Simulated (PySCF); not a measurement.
# Relaxation of singlet BrF7

All numbers come from B3LYP in PySCF with Br def2-SVP, F def2-SVP; no relativity; density-fitted integrals. A (50,194) grid was used.

A start displaced from a saddle point along its imaginary mode, with no symmetry imposed:

```xyz
8
charge 0 multiplicity 1, angstrom
Br    0.0000    0.0000    0.0002
F     0.0000    0.0000    1.7989
F     1.1109    1.3594    0.1605
F    -1.2316    1.2614    0.4515
F    -1.1109   -1.3594    0.1605
F     1.2316   -1.2614    0.4515
F     1.0918   -0.2500   -1.5119
F    -1.0918    0.2500   -1.5119
```

Optimiser trace:
```tsv
step	E − E(last) (kJ/mol)	largest gradient (Eh/bohr)
0	16.70	0.01052
1	14.16	0.00961
2	10.96	0.00543
3	6.89	0.00709
4	4.19	0.01029
5	1.66	0.00386
6	0.47	0.00208
7	0.10	0.00083
8	0.03	0.00091
9	0.00	0.00045
10	0.01	0.00051
11	0.00	0.00002
```

It ends at D5h with Br–F 1.730 Å (×2), Br–F 1.834 Å (×5); F–Br–F 72.0° (×5), F–Br–F 90.0° (×10), F–Br–F 144.0° (×5), F–Br–F 180.0° (after a last refinement on a finer grid). The frequency run here used a shortcut that can spoil soft modes, so no verdict on minimum or saddle point is given. Other isomers or separated fragments may lie lower.

The relaxation took roughly 3 core-minutes on a shared host.
